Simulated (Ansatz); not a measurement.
Gas-phase electronic energies from Ansatz, PBE0-D4/def2-TZVP geometries. CCSD(T)/CBS adds triple-zeta CCSD(T) − MP2 to the extrapolated MP2 energy (def2 sets, frozen cores). Functionals use def2-TZVPP. B3LYP here is the variant with VWN-RPA as its local correlation; programs differ in this. Each species was taken in one conformer, which may not be the lowest.

Reaction (isomerisation): `BC([SiH3])OC` → `BCC(O)[SiH3]`

`BC([SiH3])OC`:

Cartesian coordinates in Å:
```
B 1.264 -1.461 -0.068
C 0.135 -0.540 0.342
Si 1.166 0.983 -0.379
O -1.105 -0.677 -0.288
C -2.094 0.186 0.206
H 1.209 -2.124 -1.059
H 2.272 -1.406 0.579
H 0.051 -0.304 1.411
H 0.179 1.892 -1.010
H 2.126 0.544 -1.429
H 1.910 1.673 0.703
H -1.831 1.241 0.052
H -3.014 -0.030 -0.338
H -2.266 0.022 1.278
```

`BCC(O)[SiH3]`:

Cartesian coordinates in Å:
```
B 1.619 -1.448 -0.780
C 0.416 -0.968 0.083
C -0.104 0.416 -0.264
O 0.987 1.312 -0.026
Si -1.616 0.932 0.762
H 2.330 -2.332 -0.395
H 1.801 -0.994 -1.873
H 0.617 -1.053 1.157
H -0.367 -1.723 -0.115
H -0.368 0.423 -1.333
H 0.739 2.192 -0.320
H -1.318 0.783 2.211
H -2.801 0.100 0.413
H -1.935 2.360 0.479
```

| level | ΔE (kJ/mol) | difference from CCSD(T)/CBS |
| --- | --- | --- |
| B3LYP-D4 | -25.1 | 9.4 |
| ωB97X-V | -31.2 | 3.3 |
| ωB97M-V | -29.1 | 5.4 |
| PBE0 | -23.9 | 10.6 |
| B3LYP | -26.3 | 8.2 |
| HF/def2-TZVPP | -46.6 | -12.1 |
| SCS-MP2/def2-TZVPP | -37.2 | -2.7 |
| CCSD(T)/def2-TZVPP | -32.4 | 2.1 |
| HF/def2-QZVPP | -46.4 | -11.9 |
| CCSD/CBS(def2) | -38.5 | -4.0 |
| CCSD(T)/CBS | -34.5 | 0 |

Largest T1 diagnostic among the species: 0.013.

In def2-TZVPP, CCSD(T) changes the Hartree–Fock value by +14.2 kJ/mol (the triples alone add +4.1 kJ/mol) and MP2 by +10.6 kJ/mol. From PBE to PBE0 (25 % exact exchange), in def2-TZVPP and without D4, ΔE moves by −8.3 kJ/mol.
